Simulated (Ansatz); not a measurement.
Species: BF2, SMILES `F[B]F` (charge 0, multiplicity 2).

Problem. Give a relaxed geometry from Ansatz (a first-principles code) with PBE0-D4/def2-TZVP.

Solution. the end point of this relaxation (outside a Z-matrix the atoms follow the SMILES, hydrogens last).
Z-matrix (Å, degrees):
```
B
F 1 1.3062
F 1 1.3062 2 121.14
```
